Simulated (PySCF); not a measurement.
**Fractional electron number in Zn (zinc, neutral)**

The 4s beta orbital of [Ar] 3d10 4s2 is emptied in steps (occupation f), with all orbitals relaxed, ending at [Ar] 3d10 4s1. All numbers are calculated (PySCF 2.14, scalar relativity through the core potential, in aug-cc-pVTZ-PP with ECP10MDF (6s6p5d3f2g, 88 functions)). The exact energy is a straight line in f; departures are measured from the line between the end points of the same method.

| f | B3LYP (eV) |
| --- | --- |
| 1 | 0.000 |
| 0.75 | -0.554 |
| 0.5 | -0.746 |
| 0.25 | -0.565 |
| 0 | 0.000 |

```csv
method,E(f=0) − E(f=1) (eV),−ε at f=1 (eV),−ε at f=0.5 (eV)
B3LYP,9.607,6.680,9.578
```

Orbital energy along the path (eV):

```tsv
f	B3LYP
1	-6.680
0.75	-8.108
0.5	-9.578
0.25	-11.090
0	-12.655
```

Reference removal energy between the ground levels: 9.394 eV (measured; NIST Atomic Spectra Database, ionization energies).
